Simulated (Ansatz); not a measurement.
`[Cl][Al@H-]1[Br+][Al@@H-]([Cl])[Br+]1`, 8 atoms. Total charge 0; spin multiplicity 1. Correlated methods include outer-core shells of Br, which these sets cover unevenly. Scalar relativity is left out up to krypton. All runs use 4 threads of an Arm Neoverse V1 on a shared host. Correlated methods freeze the cores.

**Question.** How many basis functions does each run have, and how long does it take in Ansatz? RKS PBE0-D4/def2-TZVP frequencies; RKS LC-ωPBE/def2-TZVPP energy; RKS PBE0-D4/def2-TZVP relaxation (18 steps); direct RPA on PBE orbitals/def2-TZVPP energy; RKS ωB97M-V/def2-TZVPP energy and forces; RKS PBE0-D4/def2-QZVPP energy; RKS HSE06 (plane-wave form)-D4/def2-TZVPP energy; RHF-MP2/def2-QZVPP energy; RKS PBE0-D4/def2-SVP energy; RHF-CCSD(T)/def2-SVP energy; RKS ωB97M-V/def2-QZVPP energy; RHF-MP2/def2-TZVPP energy. (An estimate is asked.)

**Answer.** Computed: Other jobs shared the machine, so times are rough.

```json
{"level": "RKS PBE0-D4/def2-SVP", "job": "energy", "functions": "146", "wall time": "3.3 s", "peak host memory (GiB)": "0.45"}
{"level": "RKS LC-ωPBE/def2-TZVPP", "job": "energy", "functions": "292", "wall time": "6.5 s", "peak host memory (GiB)": "0.94"}
{"level": "RHF-MP2/def2-TZVPP", "job": "energy", "functions": "292", "wall time": "9.5 s", "peak host memory (GiB)": "1"}
{"level": "RKS HSE06 (plane-wave form)-D4/def2-TZVPP", "job": "energy", "functions": "292", "wall time": "12 s", "peak host memory (GiB)": "1.8"}
{"level": "direct RPA on PBE orbitals/def2-TZVPP", "job": "energy", "functions": "292", "wall time": "12 s", "peak host memory (GiB)": "0.83"}
{"level": "RHF-CCSD(T)/def2-SVP", "job": "energy", "functions": "146", "wall time": "26 s", "peak host memory (GiB)": "0.89"}
{"level": "RKS PBE0-D4/def2-QZVPP", "job": "energy", "functions": "518", "wall time": "32 s", "peak host memory (GiB)": "3.5"}
{"level": "RKS ωB97M-V/def2-TZVPP", "job": "energy and forces", "functions": "292", "wall time": "34 s", "peak host memory (GiB)": "2"}
{"level": "RHF-MP2/def2-QZVPP", "job": "energy", "functions": "518", "wall time": "50 s", "peak host memory (GiB)": "3.9"}
{"level": "RKS ωB97M-V/def2-QZVPP", "job": "energy", "functions": "518", "wall time": "63 s", "peak host memory (GiB)": "3.9"}
{"level": "RKS PBE0-D4/def2-TZVP", "job": "relaxation (18 steps)", "functions": "256", "wall time": "3.5 min", "peak host memory (GiB)": "1.3"}
{"level": "RKS PBE0-D4/def2-TZVP", "job": "frequencies", "functions": "256", "wall time": "7.2 min", "peak host memory (GiB)": "1.3"}
```

LC-ωPBE has ω = 0.4 bohr⁻¹.
